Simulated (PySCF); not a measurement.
[TcF6]-: what the settings change

The complex [TcF6]- (charge -1) contains Tc(V), shell d2. The structure is a PBE0-D3(BJ)/def2-TZVP geometry optimised for multiplicity 3; coordination octahedral, point group D3d, metal–donor distances 1.87 Å.

The d shell alone is too small an active space for [TcF6]- (an active orbital has only 0.61 squared overlap with the free ion's shell): its levels, fitted parameters, g values and moments show what this model gives and aren't sound predictions.

```
7

Tc    0.000    0.000    0.000
F    -0.019    1.866   -0.019
F     0.019   -1.866    0.019
F     0.019   -0.019    1.866
F    -0.019    0.019   -1.866
F     1.866   -0.019    0.019
F    -1.866    0.019   -0.019
```

Method (PySCF 2.14, density fitting): CASSCF(2,5) with orbitals averaged over all microstates of the shell, strongly contracted NEVPT2 on the averaged canonical orbitals; basis x2c-TZVPall on the metal, x2c-SVPall elsewhere; spin-free X2C; IEF-PCM dichloromethane; spin-orbit coupling by state interaction with the mean-field operator over all roots.

Base run: NEVPT2 ground state 3A2g (from 3T1g), next 3Eg (from 3T1g) at 250, then 1Eg (from 1T2g) at 8686 cm⁻¹, 10Dq(CASSCF) 37036, B(CASSCF) 718, ζ 960 cm⁻¹, μeff(300 K) 1.72 μB.

Problem. What happens with the basis x2c-TZVPall on all atoms?

Solution. NEVPT2 ground state 3A2g (from 3T1g), next 3Eg (from 3T1g) at 260, then 1Eg (from 1T2g) at 8646 cm⁻¹, 10Dq(CASSCF) 36915, B(CASSCF) 718, ζ 960 cm⁻¹, μeff(300 K) 1.72 μB. It took 24 s against 11 s on a shared host of the same kind.

Problem. What happens with orbitals averaged over the highest spin alone?

Solution. NEVPT2 ground state 3A2g (from 3T1g), next 3Eg (from 3T1g) at 251, then 1Eg (from 1T2g) at 8714 cm⁻¹, 10Dq(CASSCF) 37061, B(CASSCF) 722, ζ 966 cm⁻¹, μeff(300 K) 1.72 μB.

No frequencies were computed for the optimised geometry. Charge-transfer states lie outside this active space and may come lower than some of these levels. 3Eg (from 3T1g) (250 cm⁻¹) lies within 300 cm⁻¹ of 3A2g (from 3T1g) at NEVPT2 level, inside the method's error: they are parts of one split term, whose order is undecided, and g values and low-temperature moments can hang on it. NEVPT2 on the d shell alone tends to put d–d bands too high for such charged or covalently bound ions.
